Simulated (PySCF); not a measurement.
Gas-phase reaction: 2 TaCl5 + 2 H2 + 2 N = 2 TaCl4NH2 + Cl2. Level: PBE0/def2-QZVP†; standard pressure 1 bar.

Energies from PySCF, thermal terms from the rigid-rotor harmonic-oscillator model, ideal gas at 1 bar. † marks an energy on the PBE0/def2-TZVP geometry and frequencies. Open shells (unrestricted): N (multiplicity 4); the rest are closed-shell singlets. Ta: scalar-relativistic def2 core potential, no spin-orbit coupling. TaCl4NH2: computed as isolated molecules; such fragments, hydroxides, amides, oligomers or adducts are transient or little studied in the gas. The harmonic model lacks anharmonicity and excited electronic states, which grow with temperature; levels with a mode under 35 cm⁻¹ are left out. Soft modes under 120 cm⁻¹ make the harmonic entropy rough for TaCl5, TaCl4NH2.

| T (K) | 1000/T (1/K) | log10 K |
|---|---|---|
| 800 | 1.2500 | 37.46 |
| 1000 | 1.0000 | 26.21 |
| 1200 | 0.8333 | ? |
| 1400 | 0.7143 | 13.36 |
| 1600 | 0.6250 | 9.36 |
| 1800 | 0.5556 | 6.25 |

**Question.** Fit log10 K = a + b·(1000/T) to the five rows, get the mean ΔH° and ΔS°, and predict log10 K at 1200 K.

**Answer.** Means: 1000/T = 0.8290, log10 K = 18.528. Sums of products about the means: Sxy = 15.10384, Sxx = 0.336002, so b = Sxy/Sxx = 44.95 and a = 18.528 − (44.95)×0.8290 = -18.73.
ΔH° = −R ln 10 × 1000 K × b = −19.145 × (44.95) = -861 kJ; ΔS° = R ln 10 × a = -359 J/K. The run's own values go from -860 kJ and -358 J/K at 800 K to -856 kJ and -356 J/K at 1800 K.
Prediction at 1200 K: -18.73 + (44.95)×0.8333 = 18.73. The computed value is 18.72, 0.01 from the line.
For scale, ΔH°(298 K) is -850 kJ at this level, -841 kJ at ωB97M-V/def2-TZVP†, and runs from -1089 to -314 kJ over the 16 levels computed.
